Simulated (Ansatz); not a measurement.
`NB[SiH2]Cl` + `COC(=N)O` → `CO[SiH2]Cl` + `N=C(O)BN`  (formal exchange of groups at the Si–B bond)

Program: Ansatz. Geometries: PBE0-D4/def2-TZVP. ΔE: electronic, gas phase. CBS: MP2 limit from def2 TZ/QZ plus the TZ coupled-cluster correction, frozen cores. Each species was taken in one conformer, which may not be the lowest.

```json
{"species": "`NB[SiH2]Cl`", "CCSD(T)/CBS(def2) energy (Eh)": "-831.44314"}
{"species": "`COC(=N)O`", "CCSD(T)/CBS(def2) energy (Eh)": "-284.14613"}
{"species": "`CO[SiH2]Cl`", "CCSD(T)/CBS(def2) energy (Eh)": "-865.17164"}
{"species": "`N=C(O)BN`", "CCSD(T)/CBS(def2) energy (Eh)": "-250.47690"}
```

Problem. Work out ΔE.

Solution. ΔE = (-865.17164) + (-250.47690) − (-831.44314) − (-284.14613) = -0.05927 Eh = -155.6 kJ/mol.

Largest T1 diagnostic among the species: 0.014.

At CCSD(T), def2-SVP lies +25.5 kJ/mol from the extrapolated value and def2-TZVPP +5.0 kJ/mol. Leaving LDA and LC-ωPBE aside and taking each functional with its dispersion term where it has one, the values, not all of them listed here, spread over 23.3 kJ/mol, from B2PLYP to PBE-D4. LDA lies +4.2 kJ/mol from PBE without D4. From BLYP to BHLYP (50 % exact exchange), in def2-TZVPP and without D4, ΔE moves by −4.8 kJ/mol.
